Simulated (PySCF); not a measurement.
Isomers of C4H5F3O, one conformer each; single-point electronic energies without zero-point terms and without any empirical dispersion term.

Computed with PySCF at PBE0/pcSseg-1, non-relativistic, each on one gas-phase PBE0-D3(BJ)/def2-SVP geometry that isn't relaxed in the solvent. The solvent is an IEF-PCM continuum (cavity from Bondi-type radii × 1.2). Only the electrostatic response of the medium enters.

```csv
isomer,"relative energy, gas (kcal/mol)",dipole (D)
`CC(=O)CC(F)(F)F`,0.0,1.78
`CCC(=O)C(F)(F)F`,6.6,2.67
```

Q: How do the relative energies look in acetonitrile (ε = 35.69)?

A: 
| isomer | relative energy, solvent (kcal/mol) | E(solvent) − E(gas) (kcal/mol) | dipole in solvent (D) |
| --- | --- | --- | --- |
| `CC(=O)CC(F)(F)F` | 0.0 | -5.8 | 2.34 |
| `CCC(=O)C(F)(F)F` | 8.3 | -4.2 | 3.31 |

The order is unchanged. Conformers: `[CH3:1][C:2](=[O:3])[CH2:4][C:5]([F:6])([F:7])[F:8]` with C1–C2–C4–C5 -44°; `[CH3:1][CH2:2][C:3](=[O:4])[C:5]([F:6])([F:7])[F:8]` with C1–C2–C3–O4 -3°. `CC(=O)CC(F)(F)F` gains most from the continuum, while `CCC(=O)C(F)(F)F` has the largest gas-phase dipole. The gains span 1.6 kcal/mol, the gas-phase energies 6.6 kcal/mol.
